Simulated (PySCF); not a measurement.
## Stationary points of AsH₃

Computed with PySCF, BP86, basis As def2-TZVP, H def2-TZVP (no relativity, density fitting).

Relaxations began from a few typed shapes. The search is not exhaustive: other isomers or separated fragments can lie lower, and high-lying points may rest on an excited occupation.

```
   spin  group              bonds              angles  imaginary modes (cm⁻¹)  ΔE (kJ/mol)  ΔE with ZPE (kJ/mol)
singlet    C3v  As–H 1.536 Å (×3)   H–As–H 91.2° (×3)                    none          0.0                   0.0
singlet    D3h  As–H 1.478 Å (×3)  H–As–H 120.0° (×3)                   1087i        167.7                     –
```

The lowest minimum found is the singlet C3v: As–H 1.536 Å (×3); H–As–H 91.2° (×3).

Counting electrons, arsenic keeps 2 of its valence electrons outside its bonds, so the VSEPR class is AX3E1 and the expected shape is trigonal pyramidal (C3v), as computed. The angle of 91° is close to 90°: the heavy centre bonds with nearly pure p orbitals and keeps its lone pair s-like.
